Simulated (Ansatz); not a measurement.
OZn (SMILES [O]=[Zn]), singlet, geometry from GFN2-xTB (such geometries of metal compounds can be far from the true shape); PBE0/def2-SVP (Ansatz, a quantum-chemistry and plane-wave program).

Input for Ansatz:
Ansatz 0.2 input:
```yaml
crystal:
  periodic: [false, false, false]
  atoms:
    - {symbol: Zn, position_ang: [-0.00000000, -0.00000000, -0.33822725]}
    - {symbol: O, position_ang: [0.00000000, 0.00000000, 1.26835217]}
basis:
  gaussian:
    orbitals: def2-SVP
hamiltonian:
  xc: pbe0
```

The log (banner, timings and long lists left out):

```
Functional definition: PBE0
422 factors; integrals over basis functions are off by at most 1.2e-3 eV
mean field evaluation 1: about -50432.3777 eV, gradient 7.7e1 eV
mean field evaluation 2: about -50252.7670 eV, gradient 2.1e2 eV
mean field evaluation 4: about -50444.4636 eV, gradient 2.6e1 eV
mean field evaluation 8: about -50445.3963 eV, gradient 4.5e-1 eV
mean field evaluation 16: about -50445.4614 eV, gradient 5.8e-5 eV
mean field -50445.46138435 eV, -1853.8365127130 hartree, gradient 5.4e-5 eV, S^2 0.000000; 0 other end points of the search recorded, 0 dependent functions left out
reference -50445.46140160 eV, -1853.8365133468 hartree; 19, 19 occupied and 26, 26 virtual orbitals, 422 factors
Total energy: -50445.46140160 eV, -1853.8365133468 hartree
```
